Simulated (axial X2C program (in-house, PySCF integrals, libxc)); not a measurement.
**CuC: from the spin-free to the two-component result**

Calculated with an in-house relativistic program for diatomic molecules. Spin-free means the one-electron spin-free X2C Hamiltonian; two-component (2c) means X2C with spin–orbit coupling and atomic mean-field two-electron Coulomb and Gaunt terms, so the difference of the two also holds small scalar two-electron terms. Basis: Cu dyall-cv3z [9s9p6d3f2g], C dyall-v3z [7s6p2d1f] (cores contracted in-house); Gaussian nuclei, density fitting, unrestricted open shells. Masses: Cu 62.930 u, C 12.000 u.

Spin-free state: M_S = 3/2, Λ = 0 (beyond evenly filled blocks: σα, π+α, π-α); fragments Cu + C.

```
  level  Re (Å)  ωe (cm⁻¹)  De (eV)  μ (D)
   PBE0   1.780      626.1    2.383  -3.66
     HF   1.933      523.0      n/a  -5.36
    MP2   1.758      660.6    2.400    n/a
   CCSD   1.807      590.8    2.129    n/a
CCSD(T)   1.780      617.7      n/a    n/a
```

Correlated methods: 15 electrons correlated (number of frozen shells: Cu 3 s, 2 p; C 1 s), 219 virtual spin orbitals or spinors in MP2, 89 natural virtuals in coupled cluster.

Dipoles are positive if C is the positive end.

Two-component determinant lowest at the distance of the search:

Ω = 3/2 (⟨Sz⟩ = 1.50, ⟨Lz⟩ = 0.00 at HF); fragments Cu + C.

```
  level  Re (Å)  ωe (cm⁻¹)  De (eV)  μ (D)
   PBE0   1.781      625.4    2.381  -3.66
     HF   1.933      522.6      n/a  -5.37
    MP2   1.759      659.6    2.396    n/a
   CCSD   1.807      589.8    2.121    n/a
CCSD(T)   1.781      616.7      n/a    n/a
```

**Question.** From the two tables, how do the constants change at the CCSD(T) level (2c against spin-free)?

**Answer.** At the CCSD(T) level Re rises by 0.001 Å and ωe drops by 1.0 cm⁻¹.

The state is one determinant whose occupation by symmetry is held fixed; it was picked as the lowest of a PBE0 search that is not exhaustive. De is counted from the lowest determinant-based energies of the atoms at the same level, without counterpoise correction. De is not given where an atomic determinant may have missed its ground term or J level, or where the truncated virtual space spoils (T). Density functionals use the spin component along the axis (collinear). Coupled cluster ran in a truncated set of natural virtual spinors; the MP2 energy of the rest was added. (T) has no such correction and the atoms are truncated less, which lowers De at CCSD(T) by a hundredth of an eV or more. In 2c an atomic determinant is not the ground J level, so De misses part of the atomic spin–orbit lowering. This holds for PBE0, MP2, CCSD. PBE0 can misorder states that lie within some tenths of an eV, so this need not be the ground state of the molecule. The nearest other spin-free determinant of the search, M_S = 1/2, Λ = 1, lies 0.17 eV up at the distance of the search. Without a current term, density functionals place determinants with orbital angular momentum somewhat too high. With several unpaired electrons one determinant need not be a pure state. This is the top spin component of a Σ state; components of lower Ω are not single determinants and can lie lower.
